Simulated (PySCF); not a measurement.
Bonds (- single, = double, # triple, : aromatic): N1#C2 1.144 Å, C2-C3 1.425 Å, C3-C4 1.525 Å, C4-C5 1.460 Å, C5=C6 1.308 Å, C6-Cl7 1.727 Å, C6-Cl8 1.727 Å, C5-C3 1.479 Å. C3 carries H9; C4 carries H10, H11. Stereochemistry as in N#C[C@@H]1CC1=C(Cl)Cl. H10 is cis to C2 on the ring; H11 is trans to C2 on the ring.

Geometry: GFN2-xTB; GIAO absolute shieldings from PySCF, gas phase, non-relativistic, averaged over equivalent atoms.

At revPBE/3-21G (86 basis functions, 23 s wall time on 1 thread of an Arm Neoverse N1, shared host):
```tsv
atoms	σ (ppm)
N1	28.1
C6	87.3
C5	104.0
C2	105.6
C4	184.8
C3	192.1
Cl7	637.2
Cl8	641.6
H9	30.64
H10	30.70
H11	30.76
```

Predict the values at KT2/cc-pVDZ on the same geometry.

Results:


| atoms | σ at KT2/cc-pVDZ | change |
| --- | --- | --- |
| N1 | 23.3 | -4.8 |
| C6 | 67.5 | -19.8 |
| C5 | 89.2 | -14.8 |
| C2 | 97.0 | -8.6 |
| C4 | 177.6 | -7.2 |
| C3 | 185.0 | -7.1 |
| Cl7 | 622.0 | -15.2 |
| Cl8 | 625.8 | -15.8 |
| H9 | 29.35 | -1.29 |
| H10 | 29.71 | -0.99 |
| H11 | 29.78 | -0.98 |

The largest change is at C6 (fully substituted alkene carbon). Cost: 135 basis functions, 33 s wall time on 1 thread of an Arm Neoverse N1, shared host. The order of the carbon signals is the same at both levels.

Carbons that carry Cl, above all several Cl atoms, come out too deshielded, partly because spin–orbit coupling is missing.
